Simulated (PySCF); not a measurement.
Compound: C7H8NS (doublet state).
SMILES with atom numbers: `[CH:1]#[C:2][C@:3]([CH3:4])([C:5]#[N:6])[CH:7][S:8][CH3:9]` (hydrogens: H10 on C1; H11, H12, H13 on C4; H14 on C7; H15, H16, H17 on C9)

Cartesian coordinates in Å at the GFN2-xTB level; atoms count from 1:
```xyz
17
C7H8NS angstrom
C     -1.9004    2.6377    0.1456
C     -1.4757    1.5218    0.0750
C     -0.9539    0.1606    0.0040
C     -1.6747   -0.6425   -1.0848
C     -1.1440   -0.4684    1.3074
N     -1.1830   -0.9704    2.3360
C      0.5347    0.1892   -0.1587
S      1.3789   -1.1287   -0.8594
C      3.0405   -0.8539   -0.1874
H     -2.2766    3.6158    0.1933
H     -2.7471   -0.6443   -0.9022
H     -1.3119   -1.6683   -1.0916
H     -1.4793   -0.1915   -2.0549
H      1.1041    0.8861    0.4298
H      3.0231   -1.0212    0.8858
H      3.6994   -1.5695   -0.6678
H      3.3587    0.1594   -0.4137
```

The hyperfine couplings belong to this conformer and change with its torsions.

Method: UKS B3LYP, pcH-1 on C H N S, non-relativistic, mean-field spin-orbit, GIAO in PySCF. One conformer (not necessarily the lowest) at the GFN2-xTB geometry, without solvent, vibrations or thermal averaging. A GFN2-xTB geometry isn't a minimum of the functional, and hyperfine couplings can be far from their values at a DFT geometry. The SCF solution wasn't tested for stability.

Question: The isotropic 13C couplings are +110.1, +67.7, +21.0, -14.7, +12.7 MHz. Assign them to C2; C3; C4; C5; C7.

Answer: 
| site | a_iso (MHz) | ρ(0) (bohr⁻³) | position | distance from C7 (Å) | spin population | largest \|T\| (MHz) |
| --- | --- | --- | --- | --- | --- | --- |
| C2 | +21.0 | +0.0187 | 2 bonds from C7 | 2.42 | 0.00 | 2.6 |
| C3 | -14.7 | -0.0131 | 1 bond from C7 | 1.50 | -0.04 | 2.0 |
| C4 | +12.7 | +0.0113 | 2 bonds from C7 | 2.54 | 0.00 | 2.5 |
| C5 | +67.7 | +0.0602 | 2 bonds from C7 | 2.32 | +0.01 | 7.2 |
| C7 | +110.1 | +0.0976 | largest spin population | 0.00 | +0.80 | 137.8 |

ρ(0) is the spin density at the nucleus and T the dipolar tensor; a_iso includes a spin–orbit part; entries for several nuclei are means. Largest spin populations (Mulliken): C7 (+0.80) and S8 (+0.20). The angles at C7 add up to 357.4°, so it is nearly planar; its axial dipolar tensor and the negative coupling of its proton fit spin in a p orbital normal to that plane.

Class means assume fast exchange of nuclei equivalent by connectivity; if that motion is slow, each nucleus keeps its own coupling. The three 1H nuclei of mean +9.2 MHz run from -1.4 to 14.8 MHz in the frozen geometry.
